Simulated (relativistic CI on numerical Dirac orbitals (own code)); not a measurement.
**Fe²⁺: M2,3 absorption edge**

Computed with this model: Dirac-Coulomb-Breit CI, orbitals from a KLI potential per configuration, QED by a radiative potential, valence Slater integrals scaled by 0.8, multiplet model of core-to-valence dipole absorption; configurations [Ar] 3d6 → [Ne] 3s2 3p5 3d7; 300 K; Lorentzian 0.8 eV and Gaussian 0.3 eV FWHM. Energies are those of the free ion, without screening or charge transfer. The branching ratio is the share of the lower-energy edge in the whole absorption, uncertain by about 0.02 where the edges overlap. S is read from ⟨S²⟩ = S(S + 1).

Field parameters in Wybourne normalisation: Td as Oh with Dq negative (B⁴₀ = 21Dq, B⁴₄ = √(5/14) B⁴₀). The field is a parameter set, without covalency.

free ion: ground-state S = 2.00, centroid 58.97 eV. Peaks (eV, height): 55.8 (41), 59.3 (61), 60.4 (100).

Td, 10Dq = -1450 cm⁻¹: ground-state S = 2.00, centroid 59.04 eV. Peaks (eV, height): 56.0 (38), 60.3 (100).

Td, 10Dq = -3250 cm⁻¹: ground-state S = 2.00, centroid 59.10 eV. Peaks (eV, height): 56.3 (37), 60.3 (100).

Td, 10Dq = -5050 cm⁻¹: ground-state S = 2.00, centroid 59.14 eV. Peaks (eV, height): 56.5 (38), 60.4 (100).

Td, 10Dq = -6900 cm⁻¹: ground-state S = 2.00, centroid 59.18 eV. Peaks (eV, height): 56.7 (39), 60.5 (100).

Td, 10Dq = -8700 cm⁻¹: ground-state S = 2.00, centroid 59.22 eV. Peaks (eV, height): 56.9 (40), 60.6 (100).

Strongest unbroadened transitions for free ion:

```tsv
Energy (eV)	Relative strength
55.61	26.0
55.89	1.9
55.92	13.6
55.94	8.5
56.22	3.3
56.25	1.6
56.54	8.8
59.22	1.4
59.25	56.5
59.38	1.8
59.54	1.5
59.64	2.2
59.92	1.9
60.15	1.7
60.25	6.3
60.30	15.6
60.44	3.4
60.49	100.0
```
